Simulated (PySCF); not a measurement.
Method: PBE-D3(BJ)/def2-TZVP // PBE-D3(BJ)/def2-SVP (PySCF). Gas-phase values, no solvent. One relaxed conformer stands for a flexible species; it need not be the lowest. Excitations are Tamm–Dancoff values on a coarser integration grid. The basis has no diffuse functions, so Rydberg states are missing or too high.

Reference species (SMILES): `O=C[C@@H]1CCC[C@@H]([SiH3])C1` (O–C–C–C torsion 132°) (neutral, multiplicity 1).

- HOMO: -5.86 eV
- S1–T1 gap (TDA): 0.60 eV

Changed species: `O=CC1([SiH3])CCCCC1` (O–C–C–Si torsion 100°).

Give the shifts of the HOMO and S1–T1 gap (TDA).

the HOMO goes up by 0.12 eV, to -5.74 eV; the S1–T1 gap (TDA) decreases by 0.02 eV, to 0.58 eV.
